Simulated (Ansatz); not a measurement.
Reaction (formal exchange of groups at the Si–Si bond): `O[Si](O)(Cl)[SiH](Cl)Cl` + `F[SiH2]Cl` → `O[Si](O)(Cl)[SiH](F)Cl` + dichlorosilane

Program: Ansatz. Geometries: PBE0-D4/def2-TZVP. ΔE: electronic, gas phase. CCSD(T)/CBS adds triple-zeta CCSD(T) − MP2 to the extrapolated MP2 energy (def2 sets, frozen cores). This one scheme is used for every species. DFT in def2-TZVPP. B3LYP here is the variant with VWN-RPA as its local correlation; programs differ in this. One conformer a species, not always the lowest.

| level | ΔE (kJ/mol) |
| --- | --- |
| B3LYP-D4 | 7.2 |
| ωB97X-V | 6.1 |
| MP2/def2-TZVPP | 9.3 |
| HF/def2-QZVPP | 4.2 |

Q: What does CCSD(T)/CBS give? (Best estimate.)

A: Ansatz gave: +7.6 kJ/mol. The listed levels differ from it by -0.4, -1.5, 1.7, -3.4 kJ/mol.

Largest T1 diagnostic among the species: 0.011.

In def2-TZVPP, CCSD(T) changes the Hartree–Fock value by +3.1 kJ/mol (the triples alone add +0.7 kJ/mol) and MP2 by +4.9 kJ/mol. The D4 term adds +3.5 kJ/mol with B3LYP and +2.1 kJ/mol with PBE0; it sums over pairs of atoms, weighted by their polarisabilities, and B3LYP, whose exchange is more repulsive, gets the larger term.
